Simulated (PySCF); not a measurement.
## Structure from 2D NMR

Compound of formula C7H10O2Si. Correlations simulated from computed shifts and the bond graph:

HSQC (one-bond C–H):
```csv
δH,δC
3.27,33.3
2.13,105.0
1.86,23.9
1.80,23.9
0.50,1.2
```

COSY cross peaks (H two or three bonds apart, from the bond graph; peaks can be absent where the dihedral angle is near 90°):
```csv
δH,δH
3.27,1.86
3.27,1.80
1.86,1.80
```

HMBC (two and three bonds, from the bond graph):
```csv
δH,δC
3.27,"185.0, 23.9"
2.13,91.5
1.86,"185.0, 91.5, 33.3, 23.9, 1.2"
1.80,"185.0, 91.5, 33.3, 23.9, 1.2"
0.50,"91.5, 23.9"
```

Carbons without hydrogens: δ 185.0, 91.5.

Calculated, not measured (PySCF 2.14): GIAO PBE0/pcSseg-1 shieldings, geometry: GFN2-xTB. Averaged over atoms made equivalent by symmetry, fast rotation or ring inversion, no relativistic terms, a single conformation, in vacuum.

Chemical shifts δ = σref − σ; ¹H, ¹³C vs TMS, all at this level.

Exchangeable hydrogens are left out of these lists.

Q: Assemble the structure.

A: SMILES [Si@]1(C#C)(C)C[C@H](C(=O)O)C1.

Mapped SMILES: `[CH:1]#[C:2][Si@:3]1([CH3:4])[CH2:5][C@@H:6]([C:7](=[O:8])[OH:9])[CH2:10]1` (H(Xn): hydrogen on atom n). Ha(C5), Ha(C10) are cis to C7 on the ring; Hb(C5), Hb(C10) are trans to C7 on the ring.

δC 185.0 is C7, a carboxylic acid carbon. δC 105.0 is C1, a terminal alkyne carbon (δH 2.13). δC 91.5 is C2, an alkyne carbon. δC 33.3 is C6, an sp3 CH α to a carbonyl (δH 3.27). δC 23.9 is C5/C10, an sp3 CH2 bonded to Si (δH 1.80, 1.86). δC 1.2 is C4, a methyl carbon bonded to Si (δH 0.50). HMBC from δH 3.27 reaches the proton-free carbon C7. HMBC from δH 2.13 reaches the proton-free carbon C2. HMBC from δH 1.86 reaches the proton-free carbons C7, C2. HMBC from δH 1.80 reaches the proton-free carbons C7, C2. COSY links 3.27–1.86, 3.27–1.80, 1.86–1.80.

This is the structure that produced the data.

OH and NH positions are those of a molecule without intermolecular hydrogen bonds; in solution they move with solvent, concentration and temperature, and exchange usually removes their couplings. Shifts are as computed. Against solution values, carbons near 30 ppm lie about +3 ppm off and those near 130 ppm about +5 ppm. Of 1211 compounds with measured shifts, 218 miss one by over three times the rms of a fit or turn the order of signals round; such compounds aren't used in these exercises. Hydrogen bonding in solution deshields acid and N–H amide carbonyl carbons by as much as 10 ppm beyond these values.
